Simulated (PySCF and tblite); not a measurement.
Values are calculated unless marked as measured or tabulated.
C10H4N2S2, numbered as in [c:1]1([C:2]#[N:3])[cH:4][s:5][c:6](-[c:8]2[s:9][cH:10][c:11]([C:12]#[N:13])[cH:14]2)[cH:7]1.

The ensemble was built from 200 distance-geometry starts (ETKDG and KDG, MMFF94s, GFN2-xTB) and rests on GFN2-xTB geometries. Free energies are PBE0-D3(BJ)/pcSseg-1 single points with GFN2-xTB rigid-rotor and vibrational terms (modes under about 100 cm⁻¹ blended into free rotors). Symmetry numbers and mirror images are counted. Conformers within 2.5 kcal/mol (GFN2-xTB free energy) were kept, 7 at most. Programs: PySCF with density fitting and tblite.

Torsions listed: S5–C6–C8–S9.

```
conformer  shape  symmetry  dipole D
        1     0°       C2v      5.08
        2   180°       C2h      0.00
```

Question: Which of these conformers is the most populated at 298.15 K, and with what share?

Answer: Conformer 2, about 78 %.

Question: Give the DFT energies and free energies relative to the lowest, and all weights.

Answer: 
```
conformer  shape  E(DFT) kcal/mol  G(298.15 K) kcal/mol  weight %
        1     0°             0.91                  0.77      21.5
        2   180°             0.00                  0.00      78.5
```

Question: How does its share change from 250 K to 350 K?

Answer: From 83 % to 75 %; the mixing entropy goes from 0.91 to 1.13 cal/(mol K).
